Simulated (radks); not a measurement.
Question: The mean radii <r> (bohr) of the occupied orbitals of an atom or ion are listed with their occupations. All-electron calculation, scalar-relativistic Kohn-Sham, MS2 meta-GGA, spin-polarised, spherical densities, finite nucleus; meta-GGA in the generalised Kohn-Sham scheme; Fermi nuclear charge, rms radius of each element as measured or else 0.836 A^(1/3) + 0.57 fm. Program: a radial shooting solver on a logarithmic mesh with Libxc functionals.

orbital  occ.      <r>
1s up       1  0.05405
1s down     1  0.05405
2s up       1   0.2442
2s down     1   0.2441
2p up       3   0.2153
2p down     3   0.2152
3s up       1   0.7414
3s down     1   0.7421
3p up       3   0.7838
3p down     3   0.7853
3d up       5    1.061
3d down     4    1.088

Name the element and its charge. Open shells, if any, are filled with parallel spins first.

Answer: Z = 28, nickel, charge +1: Ni+ in [Ar] 3d9. The 1s radius gives Z: for a bare nucleus <r> = (2 gamma + 1)/(2Z) with gamma = sqrt(1 - (Z/c)^2), 0.05282 bohr for Z = 28, and screening makes it slightly larger (0.05405 here). The occupations add up to 27, and the charge is Z minus that.
